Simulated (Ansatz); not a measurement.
# Relative stability

Two relaxed structures of AlH2Se, doublet (PBE0-D4/def2-TZVP; forces vanish, vibrations not checked).

A:

Al1  (0.070, -0.092, -0.076)
Se2  (1.920, 0.976, 0.859)
H3  (-1.044, 0.914, -0.632)
H4  (2.591, -0.287, 1.191)
(Å)

B:

Al1  (-0.178, -0.064, -0.090)
Se2  (1.779, 0.640, 0.894)
H3  (-1.094, 1.035, -0.764)
H4  (-0.506, -1.611, -0.040)
(Å)

Ansatz 0.2.0; basis: def2-TZVPP; cores frozen in the correlated methods; orbitals are unrestricted. Filled d shells of the heavier atoms are correlated. The def2 sets are not built for correlating such inner shells, so the correlated values are less sure here. B3LYP uses VWN-RPA correlation.

(1) Which structure is lower at CCSD(T), and by how much? (An estimate is asked for; the value comes from the calculation.)

(2) Do the other methods give the same order? (A judgement: the text doesn't fix the answer.)

No T1 diagnostic of these runs exceeds 0.013. ⟨S²⟩ of the unrestricted Hartree–Fock references: 0.76 (a pure state has 0.75).

Answers

(1) The calculation gives: B, by 2.63 kcal/mol (electronic energy, against the other). By their contacts, A is AlH₂Se ([AlH][SeH]) and B is AlH₂Se ([AlH2][Se]).

(2) By the calculation: Not all: PBE-D4, PBE0-D4 give the other order.

```
   method  E(B) − E(A) (kcal/mol)
   PBE-D4                    1.34
r2SCAN-D4                   -0.11
  PBE0-D4                    0.00
 B3LYP-D4                   -2.69
  wB97M-V                   -5.20
       HF                   -9.27
      MP2                   -0.36
     CCSD                   -3.87
  CCSD(T)                   -2.63
```

Labels in which every atom is bracketed show which atoms are joined, not bond orders.

For scale, one of the runs: CCSD(T)/def2-TZVPP, 118 basis functions, launched by `ansatz run in.yaml --threads 2 --pin off --events-out ev --progress --plain --max-ram 4352MiB`. Hardware: 2 CPU threads of an Arm Neoverse V1, shared host. Wall time 25 s; peak host memory 0.95 GiB.
